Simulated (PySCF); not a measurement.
Sn³⁴⁺: ionisation energy

Sn³⁴⁺ [Ne] 3s2 3p4 (3P) → Sn³⁵⁺ [Ne] 3s2 3p3 (4S), as a difference of total energies. All numbers are calculated (PySCF 2.14, no relativity, point nucleus, in an uncontracted even-tempered set (16 s from 5 bohr⁻², ratio 2.5; 11 p from 6.5 bohr⁻², ratio 2.5; 5 d from 30 bohr⁻², ratio 2.7; 4 f from 45 bohr⁻², ratio 2.7)). Correlated levels: outer shells: 1s2 frozen; virtual orbitals above 40 to 60 times the deepest correlated orbital energy dropped. The calculations carry no spin-orbit coupling.

```json
{"method": "UHF", "ionisation energy (eV)": "2206.6"}
{"method": "MP2 (outer shells)", "ionisation energy (eV)": "2207.5"}
{"method": "SCS-MP2 (outer shells)", "ionisation energy (eV)": "2207.5"}
{"method": "CCSD (outer shells)", "ionisation energy (eV)": "2207.5"}
{"method": "CCSD(T) (outer shells)", "ionisation energy (eV)": "2207.5"}
```

Spin-orbit coupling is strong in these open shells (close to jj coupling). The scalar numbers leave it out and a first-order estimate fails, so it can dominate the gap to the real levels.

The gap to the reference is mostly relativistic.

For comparison: 2227 ± 3 eV (semi-empirical (NIST evaluation); NIST Atomic Spectra Database, ionization energies).
